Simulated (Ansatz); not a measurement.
ClGeH6NSi, SMILES [GeH3][NH][SiH2]Cl. Atoms are numbered in the order given.

```xyz
10

Si    -0.8854     1.5568     0.0000
Cl     1.1804     1.8490     0.0000
N     -1.1210    -0.1492     0.0000
Ge     0.1484    -1.5084     0.0000
H     -1.4359     2.2331     1.2078
H     -1.4359     2.2331    -1.2078
H     -2.0809    -0.4871     0.0000
H     -0.6791    -2.8101     0.0000
H      1.0276    -1.4344    -1.2623
H      1.0276    -1.4344     1.2623
```

Geometry optimised at B3LYP-D3(BJ)/def2-SVP. The structure was generated by enumeration, and PubChem lists no compound with its InChIKey, so it may never have been made. The values are those of a single conformer.

Two levels are set side by side: PBE-D3(BJ)/def2-SVP (Ansatz, a first-principles code) and B3LYP-D3(BJ)/def2-SVP (Ansatz). Each level has its own optimised geometry; the coordinates shown are those of the second. Differences are taken from unrounded values.

| quantity | B3LYP-D3(BJ) |
|---|---|
| mean bond length (Å) | 1.588 |
| bond Si1–Cl2 (Å) | 2.086 |
| bond Si1–N3 (Å) | 1.722 |
| bond N3–Ge4 (Å) | 1.860 |
| bond Si1–H5 (Å) | 1.490 |
| bond Si1–H6 (Å) | 1.490 |
| bond N3–H7 (Å) | 1.018 |
| bond Ge4–H8 (Å) | 1.542 |
| bond Ge4–H9 (Å) | 1.540 |
| bond Ge4–H10 (Å) | 1.540 |

What does PBE-D3(BJ) give, and how far is it from B3LYP-D3(BJ)? (Estimate from the structure and the level; the computed values follow.)


```tsv
quantity	PBE-D3(BJ)	PBE-D3(BJ) minus B3LYP-D3(BJ)
mean bond length (Å)	1.597	0.009
bond Si1–Cl2 (Å)	2.089	0.003
bond Si1–N3 (Å)	1.731	0.009
bond N3–Ge4 (Å)	1.866	0.006
bond Si1–H5 (Å)	1.505	0.015
bond Si1–H6 (Å)	1.505	0.015
bond N3–H7 (Å)	1.024	0.007
bond Ge4–H8 (Å)	1.552	0.009
bond Ge4–H9 (Å)	1.550	0.010
bond Ge4–H10 (Å)	1.550	0.010
```

GGA bonds tend to be longer and softer than those of functionals with exact exchange. Differences between two approximate levels are no errors against the true value.
